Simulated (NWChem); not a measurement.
**Correlation energy of BCl**

```xyz
2

B      0.0000     0.0000    -1.3285
Cl     0.0000     0.0000     0.3907
```
Charge 0, spin multiplicity 1.

The numbers come from NWChem runs, not from measurements. Structure: optimised with PBE0/def2-SVP, a minimum by its harmonic frequencies.

Basis set: 6-31G*. Each correlation energy counts from its own Hartree-Fock reference.

The correlated methods keep 6 core orbitals frozen. The Pople sets run with spherical d functions. The structure started from a generated list of species. No row is a measurement; the coupled-cluster row has its own basis-set and correlation limits.

```
method        correlation energy (mHa)
------------  ------------------------
MP2                             -187.8
SCS-MP2                              …
CR-CCSD[T]                      -223.1
CR-CCSD(T)                      -222.7
CCSD                                 …
CCSD+T(CCSD)                         …
CCSD(T)                         -224.0
CCSDT                                …
```

Question: Complete the blanks.

Answer: 
- SCS-MP2, correlation energy (mHa): -186.2
- CCSD, correlation energy (mHa): -216.8
- CCSD+T(CCSD), correlation energy (mHa): -224.4
- CCSDT, correlation energy (mHa): -224.7
